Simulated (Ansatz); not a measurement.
B₂As. Charge 0, multiplicity 2. Geometry PBE-D4/def2-TZVP.

Cartesian coordinates in Å:
```
B 0.7214 0.7886 0.1046
B -0.2935 0.1017 -0.8260
As -0.4278 -0.8903 0.7214
```

The 6-31G sets use Cartesian d functions. B3LYP takes the VWN-RPA correlation. At HF/STO-3G, HF/def2-TZVP the charge 0 doublet is spin-contaminated (final ⟨S²⟩ up to 1.53, 0.75 for a pure state). The structure comes from a short search, and lower isomers may exist.

(1) Estimate the α-spin orbital energies around the gap (eV) in Ansatz with HF/STO-3G, HF/def2-TZVP, LDA (SPW92)/def2-TZVP, r2SCAN-D4/def2-TZVP, B3LYP-D4/6-31G.

## Answers

(1) 
| orbital | HF/STO-3G | HF/def2-TZVP | LDA (SPW92)/def2-TZVP | r2SCAN-D4/def2-TZVP | B3LYP-D4/6-31G |
| --- | --- | --- | --- | --- | --- |
| HOMO−9 | -29.62 | -57.80 | -42.04 | -42.55 | -43.56 |
| HOMO−8 | -29.59 | -57.66 | -41.93 | -42.44 | -43.54 |
| HOMO−7 | -29.49 | -57.59 | -41.91 | -42.41 | -43.52 |
| HOMO−6 | -29.47 | -57.59 | -41.89 | -42.40 | -43.46 |
| HOMO−5 | -21.30 | -24.39 | -17.00 | -17.55 | -18.80 |
| HOMO−4 | -14.05 | -17.17 | -11.49 | -11.88 | -12.50 |
| HOMO−3 | -10.88 | -13.46 | -8.65 | -9.01 | -9.52 |
| HOMO−2 | -7.44 | -10.26 | -7.28 | -7.26 | -7.65 |
| HOMO−1 | -7.01 | -9.80 | -6.91 | -6.96 | -7.32 |
| HOMO | -6.81 | -9.71 | -5.67 | -6.06 | -6.50 |
| LUMO | 5.34 | 0.69 | -4.31 | -3.96 | -3.26 |
| LUMO+1 | 7.52 | 1.07 | -3.51 | -3.19 | -2.44 |
| LUMO+2 | 10.31 | 3.24 | -1.12 | -0.57 | 0.34 |
| LUMO+3 | 12.04 | 3.43 | -0.39 | 0.12 | 0.84 |
| LUMO+4 | 17.82 | 4.33 | 1.33 | 2.25 | 2.54 |
| LUMO+5 | 25.24 | 5.08 | 1.58 | 2.47 | 4.92 |
| β HOMO | -6.70 | -9.64 | -6.65 | -6.71 | -7.12 |
| β LUMO | 4.33 | 0.05 | -4.21 | -3.92 | -3.10 |
